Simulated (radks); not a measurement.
Question: Gd2+, 62 electrons, occupied as [Xe] 4f7 5d1. Method: Dirac Kohn-Sham, LB94 model potential, spin-unpolarised, spherical densities, finite nucleus; open shells fill j = l - 1/2 first; Fermi nuclear charge, rms radius 5.1569 fm; computed with a radial shooting solver on a logarithmic mesh with Libxc functionals. Some entries of the table are withheld. Estimate them.

| orbital | occ. | eigenvalue (eV) | <r^2> (bohr^2) |
|---|---|---|---|
| 1s1/2 | 2 | -50253.23 | 0.0006531 |
| 2s1/2 | 2 | -8324.148 | 0.01018 |
| 2p1/2 | 2 | -7913.639 | 0.007378 |
| 2p3/2 | 4 | -7211.473 | 0.008610 |
| 3s1/2 | 2 | (1) | 0.06790 |
| 3p1/2 | 2 | -1687.367 | 0.06319 |
| 3p3/2 | 4 | -1543.754 | 0.07019 |
| 3d3/2 | 4 | -1230.597 | 0.05600 |
| 3d5/2 | 6 | -1199.184 | 0.05796 |
| 4s1/2 | 2 | -389.8446 | (2) |
| 4p1/2 | 2 | -320.0225 | 0.3639 |
| 4p3/2 | 4 | -288.2621 | 0.4031 |
| 4d3/2 | 4 | -172.7734 | 0.4608 |
| 4d5/2 | 6 | -166.9971 | 0.4761 |
| 5s1/2 | 2 | -70.0751 | 1.977 |
| 5p1/2 | 2 | -50.5703 | 2.498 |
| 5p3/2 | 4 | -46.0138 | 2.830 |
| 4f5/2 | 6 | -30.9616 | (3) |
| 4f7/2 | 1 | -30.1681 | (4) |
| 5d3/2 | 1 | -21.5930 | 5.879 |
| 5d5/2 | 0 | -21.2074 | 6.084 |
| 6s1/2 | 0 | -20.5937 | 11.23 |
| 6p1/2 | 0 | -15.9814 | 15.12 |
| 6p3/2 | 0 | -15.1824 | 16.56 |

Answer: 
(1) 3s1/2 eigenvalue (eV): -1867.512
(2) 4s1/2 <r^2> (bohr^2): 0.3462
(3) 4f5/2 <r^2> (bohr^2): 0.9040
(4) 4f7/2 <r^2> (bohr^2): 0.9303
